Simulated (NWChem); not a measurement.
System: C$_{3}$H$_{4}$BFO; SMILES FB1CC(C1)=O

Here is an NWChem input.

```
start job
memory heap 200 mb stack 900 mb global 1100 mb
geometry units angstroms noautoz
  O     -0.232099    -2.283544     0.000000
  C      0.014739    -1.103515     0.000000
  C      0.153605    -0.078009     1.155651
  B      0.037652     1.007480     0.000000
  F     -0.127085     2.317067     0.000000
  C      0.153605    -0.078009    -1.155651
  H      1.155251    -0.125557     1.610528
  H     -0.578074    -0.168802     1.965962
  H     -0.578074    -0.168802    -1.965962
  H      1.155251    -0.125557    -1.610528
end
basis spherical
  * library def2-tzvp
end
dft
  xc xpbe96 cpbe96
  iterations 150
  semidirect filesize 400000000
  mulliken
end
task dft energy
```

Structure relaxed at the B3LYP/6-31G* (spherical d) level.

Task: Predict the main results of this run. (PBE/def2-TZVP.) Quantities: energy (Ha); highest occupied level (eV); orbital gap (eV); dipole (D).

Result: 
```yaml
energy (Ha): -316.44
highest occupied level (eV): -5.72
orbital gap (eV): 3.26
dipole (D): 1.89
```
